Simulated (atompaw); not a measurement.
Ranking PAW (atompaw) potentials for iridium

All share these settings but for the change named:

```
Element                 : Ir (Z = 77)
Generator               : atompaw 4.2.0.5
Type                    : PAW
Functional              : PBE
Relativity              : scalar-relativistic
Frozen core             : [Kr] 4d10 4f14
Valence charge          : 17
Reference configuration : 5s2 5p6 5d7 6s2 6p0
Partial waves           : 5s (bound): rc 1.65 bohr; 6s (bound): rc 2.30 bohr; 5p (bound): rc 1.55 bohr; 6p (bound, empty): rc 2.30 bohr; 5d (bound): rc 2.30 bohr; 5d channel at -0.2 Ry: rc 2.30 bohr; 5f channel at 0.05 Ry: rc 2.30 bohr; 5f channel at 0.45 Ry: rc 2.30 bohr
Local potential         : bessel scheme, radius 1.95 bohr
Core correction         : smooth core density matched at 1.30 bohr
Augmentation charge     : sinc compensation charge, radius 1.85 bohr; PAW radius 2.30 bohr; waves and projectors: custom rrkj gramschmidtortho
```

Cutoff: the first of the cutoffs (Ry, on a coarse ladder) from which the occupation-weighted sum of valence levels, in a spherical-Bessel basis at the reference potential, stays within 10 and 1 mRy of its value at 400 Ry; the density cutoff is not measured.

The base gives 35 Ry.

Of 8 variants that were run, those that failed, showed a ghost or another fault, or gave nearly equal values are left out.

A variant can come out equal or close to the base.

**Question.** Rank these variants from softest to hardest (loose cutoff).
A. all radii scaled by about 0.81 (s 1.32, p 1.24, d 1.86, f 1.86 bohr); local potential bessel scheme, radius 1.58 bohr; augmentation sinc compensation charge, radius 1.48 bohr; PAW radius 1.86 bohr; waves and projectors: custom rrkj gramschmidtortho; core correction smooth core density matched at 1.04 bohr
B. core [Xe] 4f14, valence charge 9; reference 5d7 6s1.5 6p0.5; waves now 6s (bound): rc 2.25 bohr; 6s channel at 1 Ry: rc 3.00 bohr; 6p (bound): rc 3.00 bohr; 6p channel at 2.15 Ry: rc 3.00 bohr; 5d (bound): rc 3.00 bohr; 5d channel at 0.05 Ry: rc 3.00 bohr; 5f channel at -0.15 Ry: rc 3.00 bohr; 5f channel at 2 Ry: rc 3.00 bohr; local potential bessel scheme, radius 2.60 bohr; core correction smooth core density matched at 1.65 bohr; augmentation sinc compensation charge, radius 2.40 bohr; PAW radius 3.00 bohr; waves and projectors: custom rrkj gramschmidtortho
C. wave 5f channel at 0.05 Ry: rc 2.30 bohr becomes 5f channel at 0.05 Ry: rc 1.44 bohr

**Answer.** B (10 Ry), C (35 Ry), A (50 Ry).
